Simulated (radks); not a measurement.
Q: These are the eigenvalues of the occupied orbitals of an atom or ion with whole-number occupations (eV). Method: Dirac Kohn-Sham, BLYP, spin-unpolarised, spherical densities, point nucleus; computed with a radial shooting solver on a logarithmic mesh with Libxc functionals.

1s1/2: -20861.84
2s1/2: -2975.500
2p1/2: -2744.053
2p3/2: -2625.730
3s1/2: -517.7841
3p1/2: -428.8632
3p3/2: -409.0794
3d3/2: -251.6908
3d5/2: -247.8876
4s1/2: -73.0491
4p1/2: -47.0497
4p3/2: -44.0828
4d3/2: -6.5898
4d5/2: -6.3048
5s1/2: -4.9405

Which element is it, and in what charge state? The configuration may be excited. Open shells, if any, fill j = l - 1/2 first.

A: Z = 43, technetium, charge 0: Tc in [Kr] 4d5 5s2. The list shows which subshells hold electrons but not how many an open one holds; the 1s level, -766.66 hartree, gives Z - s = 39.2 by -(Z - s)^2/2, which with screening and relativity narrows Z to a few neighbours, and the depths of the outer levels then fix element, charge and occupations together.
